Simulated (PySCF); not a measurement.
Molecule: SMILES B(CB)O[SiH3], CH₈B₂OSi.

Bonds (- single, = double, # triple, : aromatic): B1-C2, C2-B3, B3-O4, O4-Si5. B1 carries H6, H7; C2 carries H8, H9; B3 carries H10; Si5 carries H11, H12, H13.

Frames of a GFN2-xTB Langevin trajectory at 400 K; GIAO PBE0/pcSseg-1 shieldings in PySCF, gas phase, non-relativistic; equivalent atoms averaged within each frame.

Chemical shifts δ = σref − σ; 11B (σref 100.07) vs BF3·OEt2; 13C (σref 186.93) and 29Si (σref 349.16) and 1H (σref 31.72) against TMS; 17O (σref 336.08) against H2O, all at this level. The references are static minima.

Problem. How do the shifts (ppm) fluctuate along the trajectory?

Solution. 
| time (fs) | B1 | B3 | C2 | O4 | Si5 | H6/H7 | H10 | H11/H12/H13 | H8/H9 |
| --- | --- | --- | --- | --- | --- | --- | --- | --- | --- |
| 250 | 86.7 | 51.3 | 45.2 | 176.9 | -56.4 | 8.28 | 5.72 | 4.73 | 2.01 |
| 425 | 84.2 | 52.7 | 53.9 | 181.8 | -45.5 | 7.97 | 6.82 | 6.05 | 2.10 |
| 625 | 81.1 | 53.5 | 45.0 | 164.4 | -40.5 | 7.86 | 5.56 | 5.23 | 2.87 |
| 800 | 90.1 | 46.4 | 44.3 | 170.9 | -41.3 | 8.09 | 5.64 | 6.57 | 3.41 |
| 1000 | 90.8 | 46.8 | 54.4 | 179.2 | -47.4 | 8.46 | 5.96 | 5.73 | 3.51 |
| mean of frames | 86.6 | 50.1 | 48.6 | 174.6 | -46.2 | 8.13 | 5.94 | 5.66 | 2.78 |
| standard deviation | 4.1 | 3.3 | 5.1 | 7.0 | 6.4 | 0.24 | 0.51 | 0.71 | 0.71 |

5 frames give an uncertainty of the mean of about the standard deviation over 2.2 at best, since frames this close in time may not be independent; classical motion lacks zero-point vibration, and the reference would need the same averaging.
